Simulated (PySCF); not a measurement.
Working out the ionisation energy of P²⁺

P²⁺ [Ne] 3s2 3p1 (2P) → P³⁺ [Ne] 3s2 (1S). Computed with PySCF 2.14 in aug-cc-pVDZ-DK, with scalar relativity by spin-free X2C-1e. Frozen: [Ne]. Energies in hartree (1 hartree = 27.21139 eV):

```tsv
part	P²⁺ (lower)	P³⁺ (upper)
UHF	-340.455290	-339.368954
MP2 opposite-spin	-0.036240	-0.032072
MP2 same-spin	-0.002333	0.000000
```

Task: What does Hartree-Fock give?

Result: (-339.368954) − (-340.455290) = 1.086336 hartree = 29.561 eV.

Task: What do MP2 and SCS-MP2 (6/5 opposite-spin, 1/3 same-spin) give?

Result: The opposite-spin parts differ by 0.113 eV and the same-spin parts by 0.063 eV. MP2: 29.561 + (0.113) + (0.063) = 29.737 eV. SCS-MP2: 29.561 + 1.2 × (0.113) + (0.063)/3 = 29.718 eV.

A first-order spin-orbit estimate adds 0.040 eV to MP2 (valence), giving 29.777 eV against 30.203 eV (measured; NIST Atomic Spectra Database, ionization energies).

A double-zeta basis recovers only part of the correlation energy.

What remains against the reference includes basis incompleteness, the frozen core and correlation beyond second order.
